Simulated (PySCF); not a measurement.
This PySCF input asks for the NMR shieldings of SMILES CC(=S)S[SiH2]Cl, C$_{2}$H$_{5}$ClS$_{2}$Si; the geometry comes from GFN2-xTB.

```python
import basis_set_exchange as bse
import numpy as np
from pyscf import gto, dft
from pyscf.prop import nmr

atoms = """
C    -2.153495   -0.084821   -0.311081
C    -0.718175   -0.273916    0.033107
S    -0.207169   -1.492767    0.993755
S     0.355855    0.909293   -0.638221
Si    2.290944    0.278290    0.194724
Cl    2.376279    0.690761    2.141133
H    -2.699868   -1.015542   -0.176996
H    -2.262337    0.276238   -1.332073
H    -2.583485    0.666609    0.354054
H     2.453405   -1.118574   -0.148238
H     3.153470    1.167101   -0.566266
"""
names = dict.fromkeys(["C", "S", "Si", "Cl", "H"], "pcSseg-1")
basis = {el: gto.basis.parse(bse.get_basis(n, elements=[el], fmt="nwchem")) for el, n in names.items()}
mol = gto.M(atom=atoms, basis=basis, charge=0, verbose=0)
mf = dft.RKS(mol, xc="PBE0")
mf.grids.level = 2
mf.grids.alignment = dft.numint.BLKSIZE   # the property module wants whole blocks of grid points
mf.conv_tol = 1e-9
mf.kernel()

calc = nmr.RKS(mf)   # GIAO
C = mf.mo_coeff
Co = C[:, mf.mo_occ > 0]
resp = mf.gen_response(singlet=True, hermi=2)
def vind(x):   # induced exchange potential for any number of trial vectors
    d = np.einsum("pi,xij,qj->xpq", C, 2 * x.reshape(-1, C.shape[1], Co.shape[1]), Co, optimize=True)
    return np.einsum("xpq,pi,qj->xij", resp(d - d.transpose(0, 2, 1)), C, Co, optimize=True).ravel()
mo1, _ = nmr.rhf.solve_mo1(calc, with_cphf=vind)
sigma = calc.kernel(mo1)
for i, s in enumerate(sigma):   # ppm
    w = np.linalg.eigvalsh((s + s.T) / 2)
    print("%2d %-2s iso %8.1f  s11 %8.1f  s22 %8.1f  s33 %8.1f" % (i, mol.atom_pure_symbol(i), w.mean(), *w))
```

**Question.** What does it print?

**Answer.** 
```
 0 C  iso    143.5  s11    117.7  s22    126.4  s33    186.4
 1 C  iso    -69.0  s11   -234.0  s22   -103.9  s33    130.9
 2 S  iso   -330.0  s11  -1178.4  s22   -309.7  s33    498.0
 3 S  iso    225.8  s11   -124.8  s22    272.5  s33    529.5
 4 Si iso    374.1  s11    313.9  s22    369.2  s33    439.1
 5 Cl iso    985.0  s11    881.5  s22   1009.8  s33   1063.6
 6 H  iso     28.5  s11     24.4  s22     28.1  s33     32.9
 7 H  iso     28.5  s11     24.3  s22     28.6  s33     32.4
 8 H  iso     28.5  s11     25.8  s22     26.9  s33     32.9
 9 H  iso     25.8  s11     22.2  s22     23.8  s33     31.4
10 H  iso     26.4  s11     21.9  s22     24.7  s33     32.7
```

These numbers come from an equivalent density-fitted implementation of the same equations, which agrees with the script to about 0.01 ppm for H and up to a few tenths of a ppm for heavy atoms, so last digits may differ.

**Question.** Turn these shieldings into chemical shifts. References, each an isolated molecule treated in the same way: $^{13}$C (186.93 ppm) and $^{29}$Si (349.16 ppm) and $^{1}$H (31.72 ppm) vs TMS; CS2 for $^{33}$S (503.73 ppm); HCl for $^{35}$Cl (949.78 ppm).

**Answer.** Averaging equivalent atoms: C 1: 255.9; C 0: 43.4; S 2: 834; S 3: 278; Si 4: -24.9; Cl 5: -35; H 9/10: 5.61; H 6/7/8: 3.23 ppm. 

Size and cost of the density-fitted run: 155 basis functions, 36 s wall time on 1 thread of an Arm Neoverse N1, shared host; peak memory 0.81 GiB.
